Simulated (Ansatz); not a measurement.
Frontier orbitals of CH5BrFNSi (`NC[SiH](F)Br`).

```xyz
10

N    -0.9063    1.3325   -0.0329
C    -0.6324    0.0114   -0.5930
Si    0.8527   -0.8582    0.1375
F     2.1338    0.0693   -0.0855
Br    0.5649   -1.0533    2.3262
H    -0.1110    1.9468   -0.1594
H    -1.0709    1.2676    0.9649
H    -0.4813    0.1052   -1.6747
H    -1.5172   -0.6228   -0.4758
H     1.1677   -2.1983   -0.4074
```

Total charge 0; spin multiplicity 1. Correlated methods include outer-core shells of Br, which these sets cover unevenly. Scalar relativity is left out up to krypton. All single points use the PBE0-D4/def2-TZVP geometry. It is one conformer, not always the lowest. Basis def2-TZVPP, the Gaussian-basis code of Ansatz.

| functional | HOMO (eV) | LUMO (eV) | gap (eV) |
| --- | --- | --- | --- |
| PBE | -5.59 | -0.65 | 4.94 |
| BLYP | -5.48 | -0.55 | 4.93 |
| PBE0 | -7.00 | 0.24 | 7.24 |
| ωB97M-V | -9.31 | 1.93 | 11.24 |

A quarter of exact exchange (PBE0) shifts PBE's HOMO by −1.41 eV and its LUMO by +0.89 eV; full exchange at long range (ωB97M-V) shifts them by −3.72 and +2.58 eV. The gap opens from 4.94 to 11.24 eV, since occupied levels lose self-interaction and empty ones feel all the electrons. A positive LUMO is unbound and depends on the basis.
